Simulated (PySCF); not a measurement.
CF₂I, SMILES [C](F)(F)I, multiplicity 2. The structure is a stationary point at B3LYP-D3(BJ)/def2-SVP. The isomer is the one that the SMILES or the coordinates give; other isomers of the formula were not compared. The def2 effective core potentials stand for the cores of I; spin–orbit coupling is left out.

Computed equilibrium geometry at B3LYP-D3(BJ)/def2-SVP (PySCF confirms it by a frequency run) as a Z-matrix, and its point group:
point group Cs.
```
C
F 1 1.3145
F 1 1.3145 2 110.09
I 1 2.1656 2 114.42 3 -130.50
```
Charge 0, spin multiplicity 2.
